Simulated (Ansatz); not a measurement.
CH4FGeN (`N=[C](F)[GeH3]`), relaxed with RKS PBE0-D4/def2-TZVP in Ansatz 0.2.0 from a PBE-D4/def2-SVP geometry. The force threshold is 0.005 eV/Å; the program also tests the step.

The species carries charge 0 and has multiplicity 1.

Start:

```xyz
8

N    -0.084    1.956    0.080
C     0.049    0.802    0.576
F     0.256    0.705    1.914
Ge    0.012   -1.007   -0.251
H    -0.238    1.897   -0.937
H    -1.152   -1.818    0.364
H    -0.200   -0.816   -1.774
H     1.356   -1.720    0.028
```

**Question.** How much energy does the relaxation release, and in how many steps? (Best estimate.)

**Answer.** Ansatz gave: 0.03 eV, in 6 steps, 1 of them rejected.

**Question.** Which bonds change most? (Estimate.)

**Answer.** Computed: N1–C2 from 1.263 to 1.246 Å; N1–H5 from 1.031 to 1.016 Å; Ge4–H7 from 1.549 to 1.534 Å; Ge4–H6 from 1.547 to 1.532 Å.

**Question.** Give the relaxed structure. (Best estimate.)

**Answer.** The calculation gave: 
```xyz
8

N    -0.081    1.926    0.075
C     0.047    0.791    0.575
F     0.246    0.720    1.904
Ge    0.011   -1.005   -0.251
H    -0.226    1.871   -0.928
H    -1.142   -1.808    0.360
H    -0.205   -0.792   -1.754
H     1.349   -1.702    0.018
```
